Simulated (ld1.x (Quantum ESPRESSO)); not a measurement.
# Before and after: PAW potential for V

```json
{"Element": "vanadium (V)", "Generator": "ld1.x (Quantum ESPRESSO) 7.5", "Type": "PAW", "Functional": "PBE", "Relativity": "scalar-relativistic", "Frozen core": "[Ar]", "Valence charge": "5", "Reference configuration": "3d3 4s1 4p0 (charge +1)", "Partial waves": "4s (bound): rcut 1.80, rcutus 2.40 bohr; 4s channel at -0.45 Ry: rcut 1.80, rcutus 2.40 bohr; 4p (bound, empty): rcut 2.75, rcutus 3.35 bohr; 4p channel at 0.05 Ry: rcut 2.75, rcutus 3.35 bohr; 3d (bound): rcut 1.35, rcutus 1.70 bohr; 3d channel at 2.6 Ry: rcut 1.35, rcutus 1.70 bohr", "Local potential": "all-electron potential smoothed inside 1.40 bohr (lloc = -1)", "Core correction": "Bessel-smoothed model core inside 1.70 bohr", "Augmentation charge": "PSQ, inside the norm-conserving radii"}
```

Change: waves 4p (bound): rcut 2.34, rcutus 2.48 bohr; 4p channel at 0.05 Ry: rcut 2.34, rcutus 2.48 bohr.

Cutoffs: the cutoffs (Ry, on a coarse ladder) from which the occupation-weighted sum of valence levels, in a spherical-Bessel basis at the reference potential, stays within 10 and 1 mRy of its value at 400 Ry; they do not see the model core or the augmentation charge, which bear on the density cutoff. Errors are all-electron minus pseudo energies relative to the spin-unpolarised reference configuration.

Task: What does the change do?

Result: The potential gets neither clearly harder nor softer (35 Ry and 50 Ry → 35 Ry and 50 Ry); the bound ghosts move from s to p, s; the number of tests with a reliable result goes from 7 to 3 (the test run of the changed file stopped, so its transferability is not established); the errors of the 3 common tests hardly move.

| quantity | base | changed |
| --- | --- | --- |
| cutoff, loose | 35 Ry | 35 Ry |
| cutoff, tight | 50 Ry | 50 Ry |
| bound ghosts | s | s, p |
| tests with a reliable result | 7 of 7 | 3 of 7 (the test run stopped) |
| error for 3d3 4s2 4p0, meV [ΔE -7.73 eV] | -0.9 | -0.8 |
| error for 3d3 4s0 4p0, meV [ΔE 14.30 eV] | -6.1 | -6.1 |
| error for 3d2 4s0 4p0, meV [ΔE 43.19 eV] | -525 | -525 |
| lowest overlap eigenvalue by channel | s 0.45, p 0.41, d 0.87 | s 0.45, p 0.67, d 0.87 |

 A true bound ghost makes a file unfit for plane-wave use even where its test errors are small: the radial tests pick states by their node count and pass the ghost by.
